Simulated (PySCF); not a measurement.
## AsO₂F, singlet: data card

These are results of PySCF, PBE0, basis As def2-TZVP, O def2-TZVP, F def2-TZVP (no relativity, density fitting), not measurements.

The structure is a minimum.

```xyz
4
charge 0 multiplicity 1, angstrom
As    0.0000    0.0000   -0.1132
O     1.4908    0.0000   -0.6772
O    -1.4908    0.0000   -0.6772
F     0.0000    0.0000    1.5863
```

```json
{
 "Point group": "C2v",
 "Bond lengths": "As–F 1.699 Å, As–O 1.594 Å (×2)",
 "Bond angles": "F–As–O 110.7° (×2), O–As–O 138.6°",
 "Principal quadrupole moments (Buckingham, traceless) about the centre of mass": "-7.28, -0.72, 8.00 D Å",
 "Highest occupied level": "-10.07 eV",
 "Atomisation energy without zero-point energy": "1210 kJ/mol",
 "Rotational symmetry number": "2",
 "Heat capacity Cp at 298.15 K": "60.5 J/(mol K)",
 "Enthalpy at 298.15 K above 0 K": "13.80 kJ/mol",
 "Principal polarisabilities": "21.1, 29.4, 39.5 bohr³",
 "Rotational constants": "0.2657, 0.2371, 0.1253 cm⁻¹",
 "Zero-point energy": "22.1 kJ/mol",
 "Entropy at 298.15 K and 1 bar": "288.0 J/(mol K)",
 "Lowest empty level": "-3.23 eV",
 "Dipole moment": "0.61 D"
}
```

Harmonic modes (masses in u: As 74.922, O 15.995, F 18.998):
| symmetry | ω (cm⁻¹) | IR (km/mol) |
| --- | --- | --- |
| b1 | 249 | 37.4 |
| a1 | 303 | 39.6 |
| b2 | 305 | 17.5 |
| a1 | 735 | 103 |
| a1 | 986 | 27.9 |
| b2 | 1112 | 88.0 |

In C2v the vibrations span b1 + 3a1 + 2b2. Here b1 is antisymmetric to the molecular plane and b2 lies in it.

Charges (e):
```
atom  Mulliken  Löwdin  polar tensor  Mayer order to As1
 As1      1.21    0.68          1.69                   –
O2,3     -0.46   -0.29         -0.56                1.94
  F4     -0.29   -0.11         -0.57                0.98
```

Mulliken populations on As1: s 7.18, p 13.91, d 10.58, f 0.13.

Outer orbital energies (eV). occupied: -14.27, -14.22, -14.08, -12.20, -11.75, -10.81, -10.23, -10.07; empty: -3.23, -2.67, 1.36, 3.34.

Counting electrons, arsenic keeps none of its valence electrons outside its bonds, so the VSEPR class is AX3 and the expected shape is trigonal planar; with unlike ligands the computed point group is C2v.

This need not be the most stable arrangement of these atoms.

The final relaxation and frequency run took 57 s on 2 threads of a shared Arm Neoverse V2 host, with 141 basis functions and 12 gradients; the process peaked at 1.5 GiB.
